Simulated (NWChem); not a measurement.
Molecule: SbH₂Cl; SMILES [SbH2][Cl]

Program: NWChem. The geometry was optimised at PBE0/def2-SVP. def2 effective core potentials on Sb; no spin-orbit coupling. LC-ωPBE (HJS hole) with def2-SVP; x = 1 − exp(−ω/0.25 bohr⁻¹) is a scale chosen for this fit.

| row | x | −ε(HOMO) (eV) |
|---|---|---|
| ω = 0.10 | 0.330 | 7.83 |
| ω = 0.20 | 0.551 | 8.92 |
| ω = 0.30 | 0.699 | withheld |
| ω = 0.40 | 0.798 | 10.15 |
| ω = 0.60 | 0.909 | 10.68 |

Problem. Fit a straight line of the last column on the one before it, predict the withheld value, and compare with the run.

Solution. 
1. Means of the 4 shown rows: x = 0.6470, y = 9.395. Slope Σ(x − x̄)(y − ȳ)/Σ(x − x̄)² = 0.9924/0.2012 = 4.934; intercept 6.203.
2. The shown rows scatter about the line by 0.006 (root mean square); the largest residual is +0.01, at ω = 0.40.
3. At x = 0.699 (ω = 0.30; inside the shown range) the line gives 9.65.
4. The run gives 9.65, 0.00 from the line.
